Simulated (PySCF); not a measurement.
Molfile (atoms numbered from 1):
```
C3H7FSi
     RDKit          3D

 12 12  0  0  0  0  0  0  0  0999 V2000
   -2.0928    1.4851    0.6972 F   0  0  0  0  0  0  0  0  0  0  0  0
   -1.5500    0.0657    0.1082 Si  0  0  0  0  0  4  0  0  0  0  0  0
    0.2229    0.1895   -0.3976 C   0  0  0  0  0  0  0  0  0  0  0  0
    1.0797   -1.0584   -0.3345 C   0  0  0  0  0  0  0  0  0  0  0  0
    1.3199    0.0505    0.6306 C   0  0  0  0  0  0  0  0  0  0  0  0
   -1.6644   -0.9510    1.1952 H   0  0  0  0  0  0  0  0  0  0  0  0
   -2.4309   -0.2870   -1.0417 H   0  0  0  0  0  0  0  0  0  0  0  0
    0.4404    0.8628   -1.2346 H   0  0  0  0  0  0  0  0  0  0  0  0
    0.6326   -1.9843    0.0423 H   0  0  0  0  0  0  0  0  0  0  0  0
    1.7981   -1.2132   -1.1436 H   0  0  0  0  0  0  0  0  0  0  0  0
    1.0355   -0.1049    1.6762 H   0  0  0  0  0  0  0  0  0  0  0  0
    2.2112    0.6702    0.5025 H   0  0  0  0  0  0  0  0  0  0  0  0
  1  2  1  0
  2  3  1  0
  3  4  1  0
  4  5  1  0
  5  3  1  0
  2  6  1  0
  2  7  1  0
  3  8  1  0
  4  9  1  0
  4 10  1  0
  5 11  1  0
  5 12  1  0
M  END
```

Geometry: PBE0-D3(BJ)/def2-SVP; GIAO absolute shieldings from PySCF 2.14.0 with density-fitted response routines, gas phase, non-relativistic, averaged over equivalent atoms.

At PBE0/pcSseg-1 (127 basis functions, 9.3 s wall time on 1 thread of an Arm Neoverse V1, shared host):
```tsv
atoms	σ (ppm)
F1	384.5
Si2	337.5
C4/C5	182.1
C3	187.8
H6/H7	26.53
H10/H12	30.54
H9/H11	30.91
H8	31.29
```

Task: Predict the values at PBE/pcSseg-2 on the same geometry.

Result: 
```csv
atoms,σ at PBE/pcSseg-2,change
F1,365.7,-18.8
Si2,311.5,-26.0
C4/C5,176.5,-5.6
C3,180.3,-7.5
H6/H7,26.12,-0.41
H10/H12,30.38,-0.16
H9/H11,30.72,-0.19
H8,30.97,-0.32
```

The largest change is at Si2 (silicon bonded to C, F, 2 H). Cost: 285 basis functions, 45 s wall time on 1 thread of an Arm Neoverse V1, shared host.
